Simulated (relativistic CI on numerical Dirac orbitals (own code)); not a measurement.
**d1 to d9 in one octahedral field**

Computed with a parametric ligand-field model without spin-orbit coupling, by exact diagonalisation: B = 860, C = 4160, 10Dq = 25600 cm⁻¹ (Oh; |10Dq|/B = 29.8) for every shell. Energies in cm⁻¹; the field energy is (0.6 n_e − 0.4 n_t2) × 10Dq of the ground term; g labels are left out.

```tsv
Shell	Ground term	Electrons in e	Field energy	First spin-allowed bands	Lowest term of other spin
d1	2T2	0.000	-10240	2E 25600	
d2	3T1	0.022	-19908	3T2 23800, 3T1 34901	1T2 13907
d3	4A2	0.000	-30720	4T2 25600, 4T1 34536	2E 18955
d4	3T1	0.038	-39985	3E 22073, 3T1 23176	5E 1088
d5	6A1	2.000	0	none	2T2 487
d6	1A1	0.052	-60112	1T1 22983, 1T2 33973	3T1 14095
d7	2E	1.038	-45106	2T1 22773, 2T2 23700	4T1 6204
d8	3A2	2.000	-30720	3T2 25600, 3T1 34536	1E 15030
d9	2E	3.000	-15360	2T2 25600
```

Low spin: d4, d6, d7; the other shells keep the spin of the free ion. Only d4 to d7 can choose; the field needed to pair spins is smallest for d6 and largest for d5, which loses most exchange energy. In the strong-field picture 10Dq must exceed about 6B + 5C = 25960 (d4), 7.5B + 5C = 27250 (d5), 2.5B + 4C = 18790 (d6) and 4B + 4C = 20080 (d7); mixing of terms shifts these bounds somewhat.
